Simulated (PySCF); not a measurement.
Structure with atom numbers: `[CH:1]#[C:2]/[CH:3]=[C:4](/[F:5])[C:6]#[C:7][C:8]([F:9])([F:10])[F:11]`; H(Xn) means a hydrogen on atom n.

PySCF 2.14.0 with density-fitted response routines calculation with GFN2-xTB geometry and shielding tensors at PBE0/pcSseg-1 (GIAO); in vacuum, non-relativistic, equivalent nuclei averaged, a single conformation.

Scale: TMS for ¹³C, ¹H; CFCl3 for ¹⁹F (reference shieldings calculated alike).

```
     atoms  nucleus  count  δ (ppm)
        F5      ¹⁹F      1   -103.4
        C2      ¹³C      1     79.6
        C6      ¹³C      1     84.0
     H(C3)       ¹H      1     6.22
        C7      ¹³C      1        ?
        C8      ¹³C      1    124.4
F9/F10/F11      ¹⁹F      3        ?
        C3      ¹³C      1    113.5
     H(C1)       ¹H      1     3.50
        C1      ¹³C      1        ?
        C4      ¹³C      1    161.2
```

Problem. Estimate the values marked ?.

Solution. 
- C1: 104.1 ppm, terminal alkyne carbon; sp carbons lie upfield of alkene carbons because the cylindrical π system leaves one tensor component strongly shielded
- C7: 94.2 ppm, alkyne carbon; the triple bond shields along its axis, which puts it between sp3 and sp2 carbons
- F9/F10/F11: -62.6 ppm, fluorine of a CF3 group

Shifts are as computed. Against solution values, carbons near 30 ppm lie about +3 ppm off and those near 130 ppm about +5 ppm. Of 1211 compounds with measured shifts, 218 miss one by over three times the rms of a fit or turn the order of signals round; such compounds aren't used in these exercises. Unscaled 19F shifts against computed CFCl3 carry errors that often reach 10 to 50 ppm.
